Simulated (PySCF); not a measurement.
## Static response to an electric field

Compound: [Cu(PH3)4]+ (charge +1 and singlet state).
Cartesian coordinates in Å at the PBE0-D3(BJ)/def2-SVP level; atoms count from 1:
```
atom  x, y, z in Å
Cu1   -0.0004   -0.0091    0.0091
P2    -0.0149   -0.0225    2.3192
H3     0.5131   -1.1299    3.0322
H4    -1.2498    0.0743    3.0096
H5     0.6738    0.9994    3.0232
P6     2.1774   -0.0083   -0.7487
H7     3.0256   -1.1141   -0.4808
H8     3.0659    1.0135   -0.3236
H9     2.4328    0.0899   -2.1409
P10   -1.0816    1.8928   -0.7394
H11   -0.5775    3.1726   -0.3906
H12   -2.4338    2.1175   -0.3720
H13   -1.2261    2.1212   -2.1325
P14   -1.0843   -1.8750   -0.8135
H15   -0.5825   -3.1701   -0.5227
H16   -1.2304   -2.0403   -2.2152
H17   -2.4359   -2.1125   -0.4533
```

Level: CAM-B3LYP/def2-SVPD (PySCF), static field, nuclei fixed, core orbitals frozen in the response. The polarisability tensor in these axes (au):

```
x   127.23  -0.16   0.07
y    -0.16 127.25   0.28
z     0.07   0.28 127.36
```

Question: What are the eigenvalues, a third of the trace, and Δα (Δα² = ½Σ(αi − αj)² over the three pairs)?

Answer: Principal values 126.92, 127.32 and 127.60 au; mean 127.28 au = 18.86 Å³ = 20.99 × 10⁻⁴⁰ C²·m²/J; Δα = 0.59 au (0 % of the mean).

Question: Form Σ f/ω² (atomic units) for the 15 lowest TDDFT singlets, given as eV and f, and set it beside the mean polarisability, which is this sum over all singlets: 6.30, 0.0001; 6.31, 0.0004; 6.32, 0.0001; 6.43, 0.0001; 6.45, 0.0001; 6.59, 0.0721; 6.60, 0.1134; 6.61, 0.0878; 6.62, 0.0322; 6.64, 0.0193; 6.66, 0.0063; 6.68, 0.0024; 6.73, 0.2398; 6.74, 0.2188; 6.74, 0.2097.

Answer: They add up to 16.57 au, 13.0 % of the 127.28 au; the largest single term is 3.92 au, from the state at 6.73 eV. Terms in order: 0.00, 0.01, 0.00, 0.00, 0.00, 1.23, 1.93, 1.49, 0.54, 0.32, 0.11, 0.04, 3.92, 3.57, 3.41 au. Higher excitations give the rest. The strengths listed sum to 1.003.

Question: Give the eigenvalues of the traceless quadrupole moment Θ = ½Σq(3rr − r²1), origin at the centre of nuclear charge.

Answer: -0.26, 0.00, 0.25 D·Å. The values depend on the origin, since the species is charged. The electronic extent ⟨r²⟩ about the same centre is 1718 bohr², a root-mean-square distance of 2.19 Å for the 100 electrons.

Geometry: PBE0-D3(BJ)/def2-SVP; no solvent, vibrations or thermal averaging.

The run behind these numbers computed excited states as well. Hardware: one thread, Intel Xeon at 2.50 GHz (x86_64), shared host with 64 logical CPUs at a one-minute load of 57. Cost: 3.8 min wall, 3.2 min CPU (with the writing of density and orbital grids), 1.3 GiB resident at most.
